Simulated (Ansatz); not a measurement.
Geometry optimisation, Ansatz 0.2.0, RKS PBE-D4/def2-mTZVP.

Input file:

```yaml
crystal:
  periodic: [false, false, false]
  atoms:
    - { symbol: Ge, position_ang: [-0.123226, -0.088, -0.037993] }
    - { symbol: H, position_ang: [-0.158183, -0.155065, 1.515849] }
    - { symbol: H, position_ang: [1.36767, -0.102338, -0.455461] }
    - { symbol: Ge, position_ang: [-1.278823, 1.898175, -0.8761] }
    - { symbol: H, position_ang: [-2.719715, 1.529103, -1.314091] }
    - { symbol: H, position_ang: [-1.33702, 3.008212, 0.195853] }
    - { symbol: H, position_ang: [-0.50305, 2.419419, -2.112095] }
    - { symbol: H, position_ang: [-0.798067, -1.392747, -0.529836] }
    - { symbol: Cl, position_ang: [1.53508, 2.449188, 1.563073] }
    - { symbol: H, position_ang: [0.825635, 1.367754, 1.9413] }
basis:
  gaussian: { orbitals: def2-mTZVP }
hamiltonian:
  xc: pbe
  dispersion: d4
relax:
  f_tol: 0.03
  max_steps: 50
```

Run as:

```bash
$ ansatz run input.yaml --threads 4 --pin off --max-ram 5120MiB --backend cpu --events-out ev --progress --plain --runs-dir out
```

Problem. Where does it end, and by what steps?

Solution. It converged. After 6 steps the energy has fallen by 0.079 eV; Cl9 moved furthest, 0.40 Å.

| step | energy less start (eV) | largest force component (eV/Å) | accepted |
| --- | --- | --- | --- |
| 0 | 0.0000 | 0.705 | yes |
| 1 | -0.0554 | 0.519 | yes |
| 2 | -0.0677 | 0.458 | yes |
| 3 | -0.0717 | 0.437 | yes |
| 4 | -0.0348 | 1.380 | no |
| 5 | -0.0777 | 0.185 | yes |
| 6 | -0.0794 | 0.011 | yes |

```xyz
10
Properties=species:S:1:pos:R:3
Ge -0.183 -0.141 -0.110
H -0.213 -0.162 1.448
H 1.305 -0.178 -0.538
Ge -1.307 1.853 -0.942
H -2.762 1.509 -1.349
H -1.344 2.947 0.150
H -0.564 2.405 -2.182
H -0.872 -1.441 -0.593
Cl 1.683 2.636 1.884
H 1.069 1.506 2.124
```

Whether the end is a true minimum wasn't checked by a vibrational analysis.

Run time: 11 s on 4 threads of Arm Neoverse V1 (shared host), peak memory 0.17 GiB.
